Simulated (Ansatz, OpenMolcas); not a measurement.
## From OpenMolcas to Ansatz

This OpenMolcas 26.06 job computes BNH3ClO (SMILES NB(O)Cl):

test.inp:
```
* BClH3NO Kohn-Sham DFT
>>> EXPORT MOLCAS_PRINT=2

&GATEWAY
  BasLib=$CurrDir
  Coord
  7
  angstrom
  N       -0.520100       0.976200      -0.014400
  B        0.060900      -0.288100      -0.083300
  O        1.097000      -0.622600       0.732400
  Cl      -0.570000      -1.477100      -1.260400
  H       -1.284200       1.257300      -0.599100
  H       -0.194300       1.671700       0.633400
  H        1.410800      -1.517400       0.591500
  Basis=def2-SVPD
  Group=NoSym

&SEWARD
  GridInput
  Grid=UltraFine
  End of Grid

&SCF
  KSDFT=revPBE
  Thresholds=1e-10 1e-07 1e-07 1e-05
  PrOrbitals=1 2

&ALASKA
```

```bash
$ export MOLCAS_MEM=1860
$ pymolcas test.inp > test.log
```

(Basis files named in the input come from the Basis Set Exchange and aren't shown.)

The shape is that of a PBE0-D4/def2-TZVP optimisation. This is one conformer, not always the lowest.

It gives a total energy of -616.607811 Eh.

**Question.** Write the same calculation for Ansatz 0.2.0 as an input file of the program's own, asking for the energy.

**Answer.** This input was run:

in.yaml:
```yaml
crystal:
  periodic: [false, false, false]
  atoms:
    - {symbol: N, position_ang: [-0.520100, 0.976200, -0.014400]}
    - {symbol: B, position_ang: [0.060900, -0.288100, -0.083300]}
    - {symbol: O, position_ang: [1.097000, -0.622600, 0.732400]}
    - {symbol: Cl, position_ang: [-0.570000, -1.477100, -1.260400]}
    - {symbol: H, position_ang: [-1.284200, 1.257300, -0.599100]}
    - {symbol: H, position_ang: [-0.194300, 1.671700, 0.633400]}
    - {symbol: H, position_ang: [1.410800, -1.517400, 0.591500]}
basis:
  gaussian: {orbitals: def2-SVPD}
magnetization: {spin_polarized: false, initial_magnetization: 0}
hamiltonian: {xc: {name: revPBE}}
accuracy: high
output: {orbitals: {seedname: orbitals}}
```

```bash
$ ansatz run in.yaml --threads 1 --pin off --max-ram 3480MiB --events-out events.jsonl --progress --plain --runs-dir runs
```

Its energy is -616.607811 Eh, the same as the first but for the last digit, at most.
